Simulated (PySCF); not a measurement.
CCl2F, multiplicity 2. Atoms are numbered in the order given.

```xyz
4

F     -0.0865     1.6085     0.0000
C      0.3247     0.3499     0.0000
Cl    -0.0344    -0.4875     1.4773
Cl    -0.0344    -0.4875    -1.4773
```
Charge 0, spin multiplicity 2.

Coordinates come from a TPSSh-D3(BJ)/def2-SVP optimisation. The isomer is the one that the SMILES or the coordinates give; other isomers of the formula were not compared.

Level of theory: ωB97X/def2-TZVPD (PySCF).

Mulliken values depend strongly on the basis, most of all with diffuse functions as here. ESP charges are fitted to the potential on shells at 1.4 to 2.0 van der Waals radii. Atomic charges (e):

| atom | ESP fit | Mulliken | meta-Löwdin | Mulliken spin |
|---|---|---|---|---|
| F1 | -0.03 | -0.15 | -0.21 | 0.06 |
| C2 | 0.02 | 0.39 | 0.20 | 0.77 |
| Cl3 | 0.01 | -0.12 | 0.00 | 0.08 |
| Cl4 | 0.01 | -0.12 | 0.00 | 0.08 |
